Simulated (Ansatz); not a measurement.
Mulliken charges of H$_{4}$N$_{2}$Zn (`[NH2][Zn][NH2]`) from r2SCAN/def2-TZVPP in Ansatz (PBE0-D4/def2-TZVP geometry).

```json
{"atom": "N1", "x (Å)": "-1.437", "y (Å)": "-0.173", "z (Å)": "-1.094", "charge (e)": "-0.482"}
{"atom": "Zn2", "x (Å)": "0.028", "y (Å)": "-0.009", "z (Å)": "-0.042", "charge (e)": "0.381"}
{"atom": "N3", "x (Å)": "1.594", "y (Å)": "0.126", "z (Å)": "0.858", "charge (e)": "-0.482"}
{"atom": "H4", "x (Å)": "-2.312", "y (Å)": "-0.408", "z (Å)": "-0.649", "charge (e)": "0.146"}
{"atom": "H5", "x (Å)": "-1.612", "y (Å)": "0.550", "z (Å)": "-1.777", "charge (e)": "0.145"}
{"atom": "H6", "x (Å)": "2.147", "y (Å)": "-0.712", "z (Å)": "0.971", "charge (e)": "0.145"}
{"atom": "H7", "x (Å)": "1.592", "y (Å)": "0.626", "z (Å)": "1.735", "charge (e)": "0.146"}
```

Problem. By hand: the dipole of these point charges (1 e Å = 4.8032 D).

Solution. Σ q r = (-0.093, 0.028, 0.139) e Å, of length 0.170 e Å = 0.82 D.

Problem. How does the dipole of the full density compare? (Estimate.)

Solution. Computed: (-0.131, 0.040, 0.198) e Å, 1.16 D; the point charges give 0.71 times that, at 0° from its direction.

Point charges leave out the atoms' own dipoles, such as those of lone pairs, and Mulliken's split depends on the basis, so the two needn't agree.
